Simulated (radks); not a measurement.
Excited configurations of Ca3+: one electron is placed in a higher orbital outside [Ne] 3s2 3p4. The ground configuration is [Ne] 3s2 3p5. All-electron calculation, non-relativistic Kohn-Sham, TPSS, spin-unpolarised, spherical densities, point nucleus; meta-GGA in the generalised Kohn-Sham scheme. Program: a radial shooting solver on a logarithmic mesh with Libxc functionals. Excitation = E - E(ground); binding = E(ion) - E, where the ion is the core of charge +4; n* = 4/sqrt(2 binding) in atomic units, and the quantum defect is n - n*.

outer orbital  excitation (eV)  binding (eV)  quantum defect  <r> (bohr)
4s                      38.444        30.162           1.313       2.771
4d                      50.243        18.363           0.557       3.800
5p                      54.367        14.239           1.090       5.630
5f                      59.341         9.264           0.153       7.380

The Delta-SCF ionisation energy is 68.606 eV (NIST Atomic Spectra Database: 67.273 eV, semi-empirical). Self-interaction in the functional shifts the binding energies and quantum defects, so they are the method's values and not measured ones. Spin polarisation and multiplet splitting are left out, so open shells lie too high by an amount that depends on their filling.

Beside tabulated values, note that spin-unpolarised runs miss the spin-polarisation part of the exchange energy of open shells.
